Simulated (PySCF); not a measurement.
PySCF input for B(H)(I)(Me) (CH4BI), SMILES CBI, TDA-ωB97X/def2-SVPD. Geometry optimised at B3LYP-D3(BJ)/def2-SVP. The def2 effective core potentials stand for the cores of I; spin–orbit coupling is left out.

```python
import numpy as np
from pyscf import gto, scf, dft, tdscf

mol = gto.M(
    atom='''
    B     0.66413401   -1.40358063    0.00000000
    H     1.86086020   -1.51972247   -0.00000000
    I    -0.03393643    0.62452527   -0.00000000
    C    -0.30741600   -2.61512239    0.00000000
    H    -0.08014645   -3.25022590    0.87742502
    H    -0.08014644   -3.25022590   -0.87742502
    H    -1.37811068   -2.37102778   -0.00000000
    ''',
    basis='def2-SVPD',
    ecp={'I': 'def2-svp'},
    charge=0,
    spin=0,
    symmetry=True,
    max_memory=1600,
    verbose=4,
)
mf = dft.RKS(mol, xc='wb97x').density_fit(auxbasis='def2-universal-jkfit')
mf.grids.level = 3
mf.conv_tol = 1e-9
mf.max_cycle = 100
mf.kernel()
mf.grids = dft.Grids(mol).set(level=1).build(with_non0tab=True)  # coarser grid for the response kernel
td = tdscf.TDA(mf)
td.singlet = True
td.nstates = 10
td.conv_tol = 1e-4
td.kernel(x0=td.get_init_guess(mf, 15))
td.analyze()
tt = tdscf.TDA(mf)
tt.singlet = False
tt.nstates = 4
tt.conv_tol = 1e-4
tt.kernel(x0=tt.get_init_guess(mf, 9))
tt.analyze(verbose=3)
```

It prints:

```
PySCF version 2.14.0

[INPUT] verbose = 4
[INPUT] num. atoms = 7
[INPUT] num. electrons = 40
[INPUT] charge = 0
[INPUT] spin (= nelec alpha-beta = 2S) = 0
[INPUT] symmetry True subgroup None
[INPUT] Mole.unit = angstrom
[INPUT] Symbol           X                Y                Z      unit          X                Y                Z       unit  Magmom
[INPUT]  1 B      0.664134010000  -1.403580630000   0.000000000000 AA    1.255031388909  -2.652382984444   0.000000000000 Bohr   0.0
[INPUT]  2 H      1.860860200000  -1.519722470000   0.000000000000 AA    3.516516134103  -2.871859253648   0.000000000000 Bohr   0.0
[INPUT]  3 I     -0.033936430000   0.624525270000   0.000000000000 AA   -0.064130558345   1.180181718170   0.000000000000 Bohr   0.0
[INPUT]  4 C     -0.307416000000  -2.615122390000   0.000000000000 AA   -0.580932046309  -4.941865099318   0.000000000000 Bohr   0.0
[INPUT]  5 H     -0.080146450000  -3.250225900000   0.877425020000 AA   -0.151454840356  -6.142036793968   1.658092982641 Bohr   0.0
[INPUT]  6 H     -0.080146440000  -3.250225900000  -0.877425020000 AA   -0.151454821459  -6.142036793968  -1.658092982641 Bohr   0.0
[INPUT]  7 H     -1.378110680000  -2.371027780000   0.000000000000 AA   -2.604251754538  -4.480593137936   0.000000000000 Bohr   0.0

nuclear repulsion = 97.9626565917705
point group symmetry = Cs
symmetry origin: [-3.05690989e-09 -6.39172072e-09  0.00000000e+00]
symmetry axis x: [ 1.00000000e+00  3.57217742e-11 -1.31577097e-09]
symmetry axis y: [ 3.57217742e-11 -1.00000000e+00 -2.04177068e-16]
symmetry axis z: [-1.31577097e-09  9.96411037e-17 -1.00000000e+00]
num. orbitals of irrep A' = 72
num. orbitals of irrep A" = 35
number of shells = 45
number of NR pGTOs = 170
number of NR cGTOs = 107
basis = def2-SVPD
ecp = {'I': 'def2-svp'}


[settings echo left out]
init E= -331.417180964755
HOMO (A') = -0.702546071116648  LUMO (A') = -0.532746319468076  gap/eV = 4.62049
cycle= 1 E= -361.547920148285  delta_E= -30.1  |g|= 2.85  |ddm|= 10.3
HOMO (A') = 0.0106300580672016  LUMO (A') = 0.037911875468243  gap/eV = 0.74238
cycle= 2 E= -360.695800081013  delta_E= 0.852  |g|= 2.61  |ddm|= 19.2
HOMO (A') = -0.320942431885079  LUMO (A') = -0.00946242801662756  gap/eV = 8.47580
cycle= 3 E= -362.886356239965  delta_E= -2.19  |g|= 0.649  |ddm|=   17
HOMO (A') = -0.333153647479492  LUMO (A") = -0.043689420212031  gap/eV = 7.87672
cycle= 4 E= -363.05568207955  delta_E= -0.169  |g|= 0.178  |ddm|= 1.33
HOMO (A') = -0.332803406677536  LUMO (A") = 0.0251175254235294  gap/eV = 9.73952
cycle= 5 E= -363.067102905037  delta_E= -0.0114  |g|= 0.051  |ddm|= 0.457
HOMO (A') = -0.351253035442175  LUMO (A") = 0.0191319947120183  gap/eV = 10.07869
cycle= 6 E= -363.068179777129  delta_E= -0.00108  |g|= 0.0118  |ddm|= 0.144
HOMO (A') = -0.353034938666109  LUMO (A") = 0.0189061671588782  gap/eV = 10.12103
cycle= 7 E= -363.068322418509  delta_E= -0.000143  |g|= 0.00433  |ddm|= 0.0405
HOMO (A') = -0.352501056750521  LUMO (A") = 0.0195578854206504  gap/eV = 10.12424
cycle= 8 E= -363.068340962344  delta_E= -1.85e-05  |g|= 0.00191  |ddm|= 0.0133
HOMO (A') = -0.352273130933392  LUMO (A") = 0.0194631988631064  gap/eV = 10.11546
cycle= 9 E= -363.068344858346  delta_E= -3.9e-06  |g|= 0.000567  |ddm|= 0.00633
HOMO (A') = -0.352232388608337  LUMO (A") = 0.0195176431371529  gap/eV = 10.11583
cycle= 10 E= -363.068345275551  delta_E= -4.17e-07  |g|= 0.000169  |ddm|= 0.00242
HOMO (A') = -0.352233972161782  LUMO (A") = 0.0195233350401054  gap/eV = 10.11603
cycle= 11 E= -363.068345307204  delta_E= -3.17e-08  |g|= 3.27e-05  |ddm|= 0.000731
HOMO (A') = -0.35223321022902  LUMO (A") = 0.0195227802975122  gap/eV = 10.11600
cycle= 12 E= -363.068345308544  delta_E= -1.34e-09  |g|= 7.88e-06  |ddm|= 0.000193
HOMO (A') = -0.352232785417508  LUMO (A") = 0.0195219546523058  gap/eV = 10.11596
cycle= 13 E= -363.068345308617  delta_E= -7.28e-11  |g|= 2.31e-06  |ddm|= 4.12e-05
HOMO (A') = -0.352232791306049  LUMO (A") = 0.019521957438557  gap/eV = 10.11596
Extra cycle  E= -363.068345308622  delta_E= -5.34e-12  |g|= 8.65e-07  |ddm|= 7.78e-06
converged SCF energy = -363.068345308622
tot grids = 28280


******** <class 'pyscf.tdscf.rks.TDA'> for <class 'pyscf.df.df_jk.DFSymAdaptedRKS'> ********
nstates = 10 singlet
deg_eia_thresh = 1.000e-03
wfnsym = None
conv_tol = 0.0001
eigh lindep = 1e-12
eigh level_shift = 0
eigh max_cycle = 100


Excitation energies (eV)
[4.67943636 5.81773789 6.07674528 6.51401847 7.01085008 7.07410473
 7.15023998 7.71561672 8.1569461  8.18353235]

** Singlet excitation energies and oscillator strengths **
Excited State   1:   A"      4.67944 eV    264.96 nm  f=0.0000
      20 -> 21        0.69931
Excited State   2:   A'      5.81774 eV    213.11 nm  f=0.1344
      18 -> 26        0.10826
      19 -> 21       -0.67599
Excited State   3:   A"      6.07675 eV    204.03 nm  f=0.0001
      18 -> 21        0.69430
Excited State   4:   A'      6.51402 eV    190.33 nm  f=0.0057
      20 -> 22       -0.50625
      20 -> 23        0.30459
      20 -> 26       -0.31212
      20 -> 27        0.11813
      20 -> 30        0.13696
Excited State   5:   A"      7.01085 eV    176.85 nm  f=0.0054
      17 -> 21        0.14346
      19 -> 22        0.47860
      19 -> 23       -0.28940
      19 -> 26        0.34134
      19 -> 27       -0.13261
Excited State   6:   A"      7.07410 eV    175.26 nm  f=0.0000
      17 -> 21       -0.67532
      19 -> 22        0.10512
Excited State   7:   A'      7.15024 eV    173.40 nm  f=0.1302
      20 -> 22       -0.39064
      20 -> 23       -0.49552
      20 -> 26        0.18923
      20 -> 27        0.21691
Excited State   8:   A"      7.71562 eV    160.69 nm  f=0.1902
      19 -> 22       -0.39610
      19 -> 23       -0.49651
      19 -> 26        0.18163
      19 -> 27        0.20712
Excited State   9:   A'      8.15695 eV    152.00 nm  f=0.0634
      19 -> 25        0.11114
      20 -> 24       -0.67361
Excited State  10:   A"      8.18353 eV    151.50 nm  f=0.0006
      20 -> 25       -0.69207

** Transition electric dipole moments (AU) **
state          X           Y           Z        Dip. S.      Osc.
  1        -0.0000      0.0000      0.0068      0.0000      0.0000
  2         0.2692     -0.9330      0.0000      0.9430      0.1344
  3         0.0000      0.0000     -0.0307      0.0009      0.0001
  4        -0.1886      0.0144      0.0000      0.0358      0.0057
  5        -0.0000      0.0000      0.1774      0.0315      0.0054
  6        -0.0000     -0.0000      0.0103      0.0001      0.0000
  7        -0.7564     -0.4140     -0.0000      0.7435      0.1302
  8        -0.0000     -0.0000     -1.0031      1.0061      0.1902
  9         0.2987     -0.4777     -0.0000      0.3174      0.0634
 10         0.0000      0.0000      0.0530      0.0028      0.0006

WARN: ECP detected. Skipping calculation of transition velocity and magnetic dipole moments, which have not yet been implemented.



******** <class 'pyscf.tdscf.rks.TDA'> for <class 'pyscf.df.df_jk.DFSymAdaptedRKS'> ********
nstates = 4 triplet
deg_eia_thresh = 1.000e-03
wfnsym = None
conv_tol = 0.0001
eigh lindep = 1e-12
eigh level_shift = 0
eigh max_cycle = 100


Excitation energies (eV)
[4.49372983 4.87777056 5.57257134 6.00292215]

** Triplet excitation energies and oscillator strengths **
Excited State   1:   A"      4.49373 eV    275.90 nm  f=0.0000
Excited State   2:   A'      4.87777 eV    254.18 nm  f=0.0000
Excited State   3:   A"      5.57257 eV    222.49 nm  f=0.0000
Excited State   4:   A'      6.00292 eV    206.54 nm  f=0.0000
```

The run converged.
